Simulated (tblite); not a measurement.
Butyldichloroborane, C₄H₉BCl₂.
Numbering: `[CH3:1][CH2:2][CH2:3][CH2:4][B:5]([Cl:6])[Cl:7]` (hydrogens: H8, H9, H10 on C1; H11, H12 on C2; H13, H14 on C3; H15, H16 on C4)

Computed with GFN2-xTB (tblite), gas phase: nudged elastic band of 9 images (0 to 8), spring 0.2 eV/Å², climbing image at the end, force threshold 0.05 eV/Å. No saddle search or frequency run followed, so the top image need not be a first-order saddle, and its height can exceed the method's true barrier by a kcal/mol or more.

The band describes a rotation about C3–C4 (chain CH2 carbon, sp3 carbon bound to boron), followed by the dihedral C2–C3–C4–B5, from the optimised start (-179°) to a second optimised geometry at -68°.

Q: Give the energy profile along the converged band.

A: 
```json
{"image": "0", "dihedral (°)": "-179", "E (kcal/mol)": "0.00", "C3–C4 (Å)": "1.533", "C2···B5 (Å)": "3.99", "largest true force (eV/Å)": "0.01"}
{"image": "1", "dihedral (°)": "-166", "E (kcal/mol)": "0.33", "C3–C4 (Å)": "1.534", "C2···B5 (Å)": "3.98", "largest true force (eV/Å)": "0.03"}
{"image": "2", "dihedral (°)": "-152", "E (kcal/mol)": "1.10", "C3–C4 (Å)": "1.537", "C2···B5 (Å)": "3.94", "largest true force (eV/Å)": "0.04"}
{"image": "3", "dihedral (°)": "-137", "E (kcal/mol)": "1.93", "C3–C4 (Å)": "1.540", "C2···B5 (Å)": "3.88", "largest true force (eV/Å)": "0.03"}
{"image": "4", "dihedral (°)": "-123", "E (kcal/mol)": "2.35", "C3–C4 (Å)": "1.542", "C2···B5 (Å)": "3.79", "largest true force (eV/Å)": "0.03"}
{"image": "5", "dihedral (°)": "-109", "E (kcal/mol)": "2.08", "C3–C4 (Å)": "1.542", "C2···B5 (Å)": "3.66", "largest true force (eV/Å)": "0.03"}
{"image": "6", "dihedral (°)": "-94", "E (kcal/mol)": "1.26", "C3–C4 (Å)": "1.539", "C2···B5 (Å)": "3.52", "largest true force (eV/Å)": "0.03"}
{"image": "7", "dihedral (°)": "-78", "E (kcal/mol)": "0.39", "C3–C4 (Å)": "1.536", "C2···B5 (Å)": "3.34", "largest true force (eV/Å)": "0.03"}
{"image": "8", "dihedral (°)": "-68", "E (kcal/mol)": "0.00", "C3–C4 (Å)": "1.536", "C2···B5 (Å)": "3.21", "largest true force (eV/Å)": "0.01"}
```

Barriers of this band. The top is image 4 at -123°: 2.4 kcal/mol in either direction, as the ends lie within 0.002 eV of each other. The central bond is 0.009 Å longer at the top than at the start.

Other torsions move too; by image: C3–C4–B5–Cl6 (0, 0, 1, 1, 0, -1, -2, -2, -34°).

Q: What rate follows at 350 K for crossing this barrier forward?

A: Taking the electronic barrier for the free energy of activation (no zero-point or entropy terms, transmission 1), rate = (kT/h)·exp(−ΔE/kT) ≈ 2 × 10^11 s⁻¹, whose inverse is 4 × 10^-12 s. An error of 1 kcal/mol in the barrier changes this by a factor of 4, and the method and the loose band can each miss by that much or more. The barrier is only 3.4 kT, where transition-state theory is rough.

Q: How long is the path, and how are the images spaced?

A: Cartesian distances between aligned neighbours (all atoms, Å): 0.61, 0.61, 0.62, 0.63, 0.62, 0.64, 0.76, 1.09; the sum is 5.58 Å, and the top lies 44 % of the way along.

The cost below is that of the whole band run. On Intel Xeon at 2.60 GHz, one thread, shared host with 96 logical CPUs at a one-minute load of 38, this took 4.1 s of wall time and 0.19 GiB of memory at its peak.
